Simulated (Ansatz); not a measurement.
Computed with Ansatz on PBE0-D4/def2-TZVP structures; ΔE is electronic, products minus reactants. CBS: MP2 limit from def2 TZ/QZ plus the TZ coupled-cluster correction, frozen cores. This one scheme is used for every species. Functionals use def2-TZVPP. For Ge outer-core shells are correlated without core-valence functions, which leaves a few kJ/mol of doubt a bond. Scalar relativity is left out up to krypton. One conformer a species, not always the lowest.

Consider the hydrogenolysis of the Si–F bond: `F[SiH](Cl)[O][GeH3]` + H₂ → `Cl[SiH2][O][GeH3]` + H–F.

**Question.** Is it downhill or uphill in electronic energy at CCSD(T)/CBS, and by how much? (Best estimate.)

**Answer.** The calculation gave: Uphill: ΔE = +32.8 kcal/mol.

**Question.** What do these levels give: LDA (SPW92), revPBE-D4, BHLYP-D4, B2PLYP, PBE-QIDH, PBE, PBE0, HF/def2-SVP, CCSD/def2-SVP, SCS-MP2/def2-TZVPP, CCSD(T)/def2-TZVPP, MP2/def2-QZVPP? (An estimate is asked.)

**Answer.** The calculation gave: LDA (SPW92) 32.4, revPBE-D4 31.8, BHLYP-D4 34.0, B2PLYP 33.5, PBE-QIDH 32.2, PBE 31.3, PBE0 31.1, HF/def2-SVP 29.0, CCSD/def2-SVP 29.9, SCS-MP2/def2-TZVPP 33.2, CCSD(T)/def2-TZVPP 32.6, MP2/def2-QZVPP 33.8 kcal/mol.

Largest T1 diagnostic among the species: 0.011.

Leaving LDA and LC-ωPBE aside and taking each functional with its dispersion term where it has one, the values, not all of them listed here, spread over 3.7 kcal/mol, from HSE06-D4 to r2SCAN-D4. LDA lies +1.1 kcal/mol from PBE without D4. From r2SCAN to r2SCAN0 (25 % exact exchange), in def2-TZVPP and without D4, ΔE moves by −1.0 kcal/mol. At CCSD(T), def2-SVP lies −2.6 kcal/mol from the extrapolated value and def2-TZVPP −0.2 kcal/mol.
